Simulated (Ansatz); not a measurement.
A CCSD(T) single point on GaH₈NO₂Si₂, SMILES `[NH2][Ga]([O][SiH3])[O][SiH3]`.

```yaml
crystal:
  periodic: [false, false, false]
  atoms:
    - {symbol: N, position_ang: [-0.860220, -2.087397, 2.067782]}
    - {symbol: Ga, position_ang: [-0.324743, -0.865355, 0.868460]}
    - {symbol: O, position_ang: [0.266888, -1.369764, -0.722889]}
    - {symbol: Si, position_ang: [0.859395, -0.709736, -2.091756]}
    - {symbol: O, position_ang: [-0.459402, 0.863546, 1.228187]}
    - {symbol: Si, position_ang: [-0.280053, 2.303473, 0.483276]}
    - {symbol: H, position_ang: [-0.631007, -3.060158, 1.959628]}
    - {symbol: H, position_ang: [-1.038324, -1.836070, 3.024660]}
    - {symbol: H, position_ang: [-0.242971, -0.326001, -3.014666]}
    - {symbol: H, position_ang: [1.667785, 0.507622, -1.797069]}
    - {symbol: H, position_ang: [1.728901, -1.707953, -2.767203]}
    - {symbol: H, position_ang: [-1.137358, 3.306393, 1.167186]}
    - {symbol: H, position_ang: [1.135839, 2.757730, 0.543558]}
    - {symbol: H, position_ang: [-0.684729, 2.223680, -0.949153]}
basis:
  gaussian: {orbitals: def2-SVP}
correlation: {method: ccsd_t}
```

```sh
$ ansatz run in.yaml --threads 8 --pin off --events-out ev --progress --plain --max-ram 18278MiB
```

Log, shortened:

```
Functional definition: HF
  name "HF"
  cite "Fock, Z. Phys. 61, 126 (1930) doi:10.1007/BF01340294"
  parent pbe
  exchange = exact_x
  correlation = 0
1457 factors; integrals over basis functions are off by at most 1.2e-3 eV
mean field evaluation 1: about -73723.7819 eV, gradient 5.4e1 eV
mean field evaluation 2: about -73723.7859 eV, gradient 5.4e1 eV
mean field evaluation 4: about -73729.8212 eV, gradient 4.0e0 eV
mean field evaluation 8: about -73729.8744 eV, gradient 3.6e-4 eV
mean field -73729.87440167 eV, -2709.5229083576 hartree, gradient 1.5e-6 eV, S^2 0.000000; 0 other end points of the search recorded, 0 dependent functions left out
22 core orbitals not correlated: weight in the atoms' cores, before any rotation towards them, 1.000 or more for the frozen orbitals, at most 0.000 for the correlated occupied ones
reference -73729.87440167 eV, -2709.5229083576 hartree; 23, 23 occupied and 105, 105 virtual orbitals, 1457 factors
second order -25.81555239 eV of doubles, -0.00000000 eV of singles
cycle   1  -26.01126946 eV  change   -2.0e-1 eV  update   1.4e-1
cycle   2  -26.84285779 eV  change   -8.3e-1 eV  update   4.0e-2
cycle   3  -27.03878410 eV  change   -2.0e-1 eV  update   2.1e-2
cycle   4  -27.02317005 eV  change    1.6e-2 eV  update   4.5e-3
cycle   5  -27.02181955 eV  change    1.4e-3 eV  update   1.9e-3
cycle   6  -27.02219023 eV  change   -3.7e-4 eV  update   5.7e-4
cycle   7  -27.02180663 eV  change    3.8e-4 eV  update   2.1e-4
cycle   8  -27.02175009 eV  change    5.7e-5 eV  update   7.0e-5
cycle   9  -27.02176582 eV  change   -1.6e-5 eV  update   2.7e-5
perturbative correction -0.69689959 eV, -0.0256105875 hartree
Total energy: -73757.59306708 eV, -2710.5415505229 hartree
```

Run time 17 s (8 threads of an Arm Neoverse V2 on a shared host); peak host memory 1.2 GiB.

The correlation energy is -27.719 eV, 2.5 % of it from (T); the T1 diagnostic reads 0.0134.
